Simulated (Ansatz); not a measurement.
Molecule: NS, net charge 0, doublet state. SMILES: [N]=S
Geometry from a B3LYP-D3(BJ)/def2-TZVP (Ansatz, a first-principles code) optimisation:
```xyz
2

N      0.0000     0.0000    -1.0378
S      0.0000     0.0000     0.4540
```
Charge 0, spin multiplicity 2.

Property: vertical ionisation energy (to the singlet state of charge +1; each state is the SCF solution reached for its spin; the UHF <S^2> is 0.99 for the doublet (pure: 0.75); for the singlet the Hartree-Fock reference is unstable and T1 is 0.022; for the doublet T1 is 0.063), in eV. Cores are frozen in the correlated levels unless marked. UHF or UKS for open shells. No spin-orbit coupling. Non-relativistic. CBS(X,Y): correlation extrapolated as X^-3; Hartree-Fock from the larger set.

| level | program | vertical ionisation energy (eV) |
|---|---|---|
| PBE/def2-TZVPD | Ansatz | 9.06 |
| PBE0/def2-TZVPD | Ansatz | 9.31 |
| CAM-B3LYP/def2-TZVPD | Ansatz | 9.38 |
| CCSD/def2-SVPD | Ansatz | (withheld) |
| CCSD/def2-QZVPPD | Ansatz | 8.99 |
| CCSD(T)/CBS(aug-cc-pV(T+d)Z,aug-cc-pV(Q+d)Z) | Ansatz | (withheld) |

Task: Some entries are withheld; supply them.

Result: 
- CCSD/def2-SVPD, vertical ionisation energy (eV): 8.73
- CCSD(T)/CBS(aug-cc-pV(T+d)Z,aug-cc-pV(Q+d)Z), vertical ionisation energy (eV): 8.93
